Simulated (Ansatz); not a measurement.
Start from `O[SiH](O)[GeH3]` and change one atom or group to get `CC[SiH](O)O`.

Ansatz, PBE0-D4/def2-TZVP geometries, multiplicity 1. Each molecule was computed in one conformer, which needn't be the lowest.

Scalar relativity is left out up to krypton.

| property | `O[SiH](O)[GeH3]` |
| --- | --- |
| size of the dipole moment (ωB97M-V/def2-TZVPP) / D | 2.20 |
| HOMO–LUMO gap (B3LYP/def2-TZVPP) / eV | 7.16 |
| size of the dipole moment (PBE/def2-TZVPP) / D | 2.11 |
| HOMO energy (ωB97M-V/def2-TZVPP) / eV | -9.85 |
| HOMO energy (B3LYP/def2-TZVPP) / eV | -7.59 |
| LUMO energy (B3LYP/def2-TZVPP) / eV | -0.43 |

Question: What does the change do to each property? (Best estimate.)

Answer: Ansatz gave: 
| property | `CC[SiH](O)O` | shift |
| --- | --- | --- |
| size of the dipole moment (ωB97M-V/def2-TZVPP) / D | 0.94 | -1.26 |
| HOMO–LUMO gap (B3LYP/def2-TZVPP) / eV | 8.31 | 1.15 |
| size of the dipole moment (PBE/def2-TZVPP) / D | 0.94 | -1.17 |
| HOMO energy (ωB97M-V/def2-TZVPP) / eV | -10.39 | -0.54 |
| HOMO energy (B3LYP/def2-TZVPP) / eV | -7.93 | -0.34 |
| LUMO energy (B3LYP/def2-TZVPP) / eV | 0.37 | 0.80 |

With PBE0 the HOMO falls by 0.34 eV and the LUMO rises by 0.90 eV, so the gap widens by about 1.24 eV. PBE moves the HOMO by -0.18 eV and ωB97M-V by -0.54 eV. The zero-point energy changes by 111.9 kJ/mol with +9 modes. Dipoles are sizes alone; their direction can turn.

B3LYP here is the variant with VWN-RPA as its local correlation; programs differ in this.
